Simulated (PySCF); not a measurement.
# Cost of excited-state runs on `C[SiH](C)[SiH2]O`, C2H10OSi2

Bonds (- single, = double, # triple, : aromatic): C1-Si2 1.907 Å, Si2-C3 1.908 Å, Si2-Si4 2.308 Å, Si4-O5 1.634 Å. C1 carries H6, H7, H8; Si2 carries H9; C3 carries H10, H11, H12; Si4 carries H13, H14; O5 carries H15.

PySCF with density fitting, on 1 thread of an Arm Neoverse N1, shared host. Command: `OMP_NUM_THREADS=1 python excited_run.py task.json out`

How long does each of these runs take, and how much memory?
- magnetisability and related constants, B3LYP/pcSseg-1; isotopologues; writes grids
- magnetisability and related constants, CAM-B3LYP/ANO-RCC-VDZP; fitting basis def2-qzvpp-jkfit
- magnetisability and related constants, wB97X-D/6-311G**; grid level 4


```tsv
run	level	basis functions	wall time	peak memory (GiB)
magnetisability and related constants	B3LYP/pcSseg-1	149	40 s	0.74
magnetisability and related constants	CAM-B3LYP/ANO-RCC-VDZP	128	65 s	0.67
magnetisability and related constants	wB97X-D/6-311G**	166	79 s	0.8
```
Times from a shared host are rough.
